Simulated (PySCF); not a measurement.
Species: C7H4ClFO.
SMILES with atom numbers: `[O:1]=[C:2]([Cl:3])[c:4]1[cH:5][cH:6][c:7]([F:8])[cH:9][cH:10]1` (hydrogens: H11 on C5; H12 on C6; H13 on C9; H14 on C10)

Geometry (PBE0-D3(BJ)/def2-TZVP, Å), atoms numbered from 1 in this order:
```xyz
14
C7H4ClFO angstrom
O      2.8888    1.2595   -0.3998
C      2.3227    0.2305   -0.2398
Cl     3.2698   -1.2844   -0.1644
C      0.8670    0.0644   -0.0866
C      0.2415   -1.1699    0.0683
C     -1.1326   -1.2437    0.1996
C     -1.8643   -0.0711    0.1750
F     -3.1880   -0.1393    0.3013
C     -1.2715    1.1708    0.0233
C      0.1003    1.2320   -0.1084
H      0.8346   -2.0740    0.0856
H     -1.6416   -2.1913    0.3199
H     -1.8865    2.0616    0.0098
H      0.6018    2.1837   -0.2305
```

Computed with PySCF at wB97X-D/pcSseg-2, non-relativistic, on one gas-phase PBE0-D3(BJ)/def2-TZVP geometry that isn't relaxed in the solvent. The solvent is an IEF-PCM continuum (van der Waals radii × 1.2). Only the electrostatic response of the medium enters.

Gas phase at wB97X-D/pcSseg-2: HOMO -9.73 eV, LUMO -0.51 eV, dipole 2.52 D.

Problem. What does the continuum do to the energy, the frontier levels and the dipole at wB97X-D/pcSseg-2 in chloroform?

Solution. 
```tsv
solvent	ε	E(solvent) − E(gas) (kcal/mol)	polarisation term (kcal/mol)	distortion of the solute (kcal/mol)	HOMO (eV)	LUMO (eV)	dipole (D)
chloroform	4.711	-3.42	-3.81	0.39	-9.54	-0.41	3.10
```

The first energy column is the sum of the next two and covers electrostatics alone.

Problem. Which radius a makes the point-dipole formula ΔE = −[(ε − 1)/(2ε + 1)]·μ²/a³ give the value in chloroform, with the gas-phase dipole?

Solution. μ = 0.993 au and |ΔE| = 0.00546 Eh give a = 2.12 Å; the farthest nucleus lies 3.51 Å from the centroid of the nuclei, so such a sphere wouldn't even hold the nuclei. The formula assumes a rigid point dipole at the centre of a sphere.

Problem. Give the dipole vector in the frame of the coordinates (D, pointing from negative to positive charge), gas and chloroform.

Solution. Gas (-2.43, -0.64, 0.29), solvent (-2.96, -0.83, 0.36). Its length changes by +23 % and its direction by less than 1°.

Time: 4.0 min wall, 8.4 min CPU; peak memory 2.9 GiB. Hardware: an AMD EPYC with 2 threads, on a shared host. This is the whole shielding run at wB97X-D/pcSseg-2 in chloroform, SCF included.

Note: wB97X-D ran without an empirical dispersion term, which enters the total energy and its gradient alone.
